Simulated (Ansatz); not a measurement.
Program: Ansatz. Geometries: PBE0-D4/def2-TZVP. ΔE: electronic, gas phase. CCSD(T)/CBS is the MP2 limit (def2-TZVPP, def2-QZVPP) plus CCSD(T) − MP2 in def2-TZVPP, frozen cores. This one scheme is used for every species. Functionals use def2-TZVPP. B3LYP here is the variant with VWN-RPA as its local correlation; programs differ in this. One conformer a species, not always the lowest.

Consider the formal exchange of groups at a C–Al bond: `[CH3][Al]([OH])[SH]` + `FCCCl` → `CC(F)CCl` + `[OH][AlH][SH]`.

`[CH3][Al]([OH])[SH]`:

```xyz
9

C    -1.259   -0.506   -0.305
Al    0.445    0.157    0.336
O     0.780    0.140    1.996
S     1.997    0.944   -0.997
H    -1.813    0.275   -0.834
H    -1.124   -1.334   -1.006
H    -1.877   -0.859    0.523
H     1.595    0.450    2.387
H     1.255    0.733   -2.098
```

`FCCCl`:

Z-matrix (Å, degrees):
```
C
C 1 1.509
F 1 1.381 2 108.5
H 1 1.093 2 110.9 3 -119.1
H 1 1.093 2 110.9 3 119.1
Cl 2 1.776 1 109.1 3 179.9
H 2 1.089 1 111.1 3 61.0
H 2 1.089 1 111.1 3 -61.2
```

`CC(F)CCl`:

Cartesian coordinates in Å:
```
C -0.372 1.101 -0.585
C 0.030 -0.346 -0.494
F 1.162 -0.551 -1.279
C 0.409 -0.807 0.900
Cl -1.011 -0.831 1.967
H -0.590 1.365 -1.620
H 0.434 1.742 -0.221
H -1.263 1.283 0.017
H -0.756 -0.998 -0.889
H 0.809 -1.819 0.862
H 1.148 -0.139 1.342
```

`[OH][AlH][SH]`:

Cartesian coordinates in Å:
```
O -0.940 1.177 -0.136
Al 0.311 0.156 -0.635
S 0.971 -1.552 0.559
H -1.442 1.100 0.672
H 1.016 0.453 -2.005
H 0.084 -1.332 1.545
```

```tsv
level	ΔE (kJ/mol)	difference from CCSD(T)/CBS
PBE-D4	31.8	2.5
r2SCAN-D4	31.8	2.5
PBE0-D4	31.3	2.0
ωB97X-V	26.4	-2.9
B2PLYP	31.9	2.6
PBE	33.4	4.1
r2SCAN	32.2	2.9
PBE0	32.5	3.2
B3LYP	33.6	4.3
HF/def2-TZVPP	27.1	-2.2
SCS-MP2/def2-TZVPP	28.3	-1.0
HF/def2-QZVPP	27.3	-2.0
MP2/def2-QZVPP	30.7	1.4
HF/CBS(def2)	27.3	-2.0
MP2/CBS(def2)	30.9	1.6
CCSD/CBS(def2)	29.5	0.2
CCSD(T)/CBS	29.3	0
```

Largest T1 diagnostic among the species: 0.012.
